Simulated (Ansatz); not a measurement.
Total energies of `[CH3][Ge]([NH2])([F])[Cl]`.

```xyz
10

C     0.831    1.280   -0.062
Ge    0.130   -0.481    0.261
N    -1.296   -0.924   -0.763
F     1.313   -1.683   -0.129
Cl   -0.208   -0.749    2.376
H     0.085    2.030    0.202
H     1.088    1.376   -1.116
H     1.719    1.431    0.551
H    -1.536   -1.906   -0.723
H    -2.127   -0.373   -0.599
```

Charge 0, multiplicity 1. Correlated methods include outer-core shells of Ge, which these sets cover unevenly. Scalar relativity is left out up to krypton. The geometry is a stationary point of PBE0-D4/def2-TZVP. It is one conformer, not always the lowest. Basis def2-TZVPP, Ansatz 0.2.0.

RPA on PBE orbitals: Hartree–Fock energy of these orbitals -2729.68714 Eh, correlation -1.69571 Eh (frozen core).

```json
{"functional": "HSE06 (plane-wave form)", "energy without D4 (Eh)": "-2732.49959", "D4 term (kJ/mol)": "-17.6"}
{"functional": "BHLYP", "energy without D4 (Eh)": "-2733.02283", "D4 term (kJ/mol)": "-28.6"}
```

Q: Give the same for LDA (SPW92), PBE, revPBE, BLYP, r2SCAN, B97M-V, PBE0, B3LYP, r2SCANh, r2SCAN0, CAM-B3LYP, LC-ωPBE, ωB97X-V, ωB97M-V, B2PLYP, PBE-QIDH. (Estimate.)

A: Computed: 
```json
{"functional": "LDA (SPW92)", "energy without D4 (Eh)": "-2727.02085", "D4 term (kJ/mol)": "–"}
{"functional": "PBE", "energy without D4 (Eh)": "-2732.41287", "D4 term (kJ/mol)": "-22.1"}
{"functional": "revPBE", "energy without D4 (Eh)": "-2732.82213", "D4 term (kJ/mol)": "-61.2"}
{"functional": "BLYP", "energy without D4 (Eh)": "-2733.13461", "D4 term (kJ/mol)": "-47.6"}
{"functional": "r2SCAN", "energy without D4 (Eh)": "-2733.00455", "D4 term (kJ/mol)": "-5.4"}
{"functional": "B97M-V", "energy without D4 (Eh)": "-2732.58669", "D4 term (kJ/mol)": "–"}
{"functional": "PBE0", "energy without D4 (Eh)": "-2732.51594", "D4 term (kJ/mol)": "-18.8"}
{"functional": "B3LYP", "energy without D4 (Eh)": "-2733.19978", "D4 term (kJ/mol)": "-35.7"}
{"functional": "r2SCANh", "energy without D4 (Eh)": "-2732.98544", "D4 term (kJ/mol)": "-5.8"}
{"functional": "r2SCAN0", "energy without D4 (Eh)": "-2732.95843", "D4 term (kJ/mol)": "-6.4"}
{"functional": "CAM-B3LYP", "energy without D4 (Eh)": "-2733.20324", "D4 term (kJ/mol)": "-19.3"}
{"functional": "LC-ωPBE", "energy without D4 (Eh)": "-2732.63133", "D4 term (kJ/mol)": "–"}
{"functional": "ωB97X-V", "energy without D4 (Eh)": "-2732.81835", "D4 term (kJ/mol)": "–"}
{"functional": "ωB97M-V", "energy without D4 (Eh)": "-2732.93082", "D4 term (kJ/mol)": "–"}
{"functional": "B2PLYP", "energy without D4 (Eh)": "-2732.50806", "D4 term (kJ/mol)": "–"}
{"functional": "PBE-QIDH", "energy without D4 (Eh)": "-2732.08768", "D4 term (kJ/mol)": "–"}
```

B3LYP takes the VWN-RPA correlation (the form of Gaussian; ORCA's B3LYP/G). HSE06 is the plane-wave form, built on full-range PBE exchange. The double hybrids freeze the cores in their second-order part.

LC-ωPBE has ω = 0.4 bohr⁻¹.
